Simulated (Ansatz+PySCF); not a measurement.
## sextet MnO: levels of theory in one basis

```yaml
atoms:
  - { symbol: Mn, position_ang: [0.0000, 0.0000, 0.0000] }
  - { symbol: O, position_ang: [0.0000, 0.0000, 1.7118] }
```

Basis set: def2-SVP (spherical functions). Frozen core: 6 orbitals. Correlation on ROHF uses semicanonical orbitals with singles. Charge 0, multiplicity 6.

Computed with Ansatz (development build ahead of 0.2.0); each method stands on the lowest determinant of its kind that the runs found.

```csv
method,E − E(ROHF) (eV),<S²> of the determinant
ROHF,0.00,8.75
UHF,-2.34,9.62
UHF-MP2,-12.20,9.62
```

Q: What does ROHF-MP2 give on the same scale?

A: -12.82 eV.

Q: Is a single determinant a sound starting point here?

A: It is doubtful. Unrestricted orbitals lower Hartree–Fock by 2.34 eV and <S²> is 9.62 where a pure state has 8.75, a sign of strong static correlation.

Caution: another spin multiplicity may lie lower. Caution for ROHF, ROHF-MP2: an unrestricted determinant lies well below. Caution for UHF, UHF-MP2: the unrestricted determinant is a mixture of spin states.
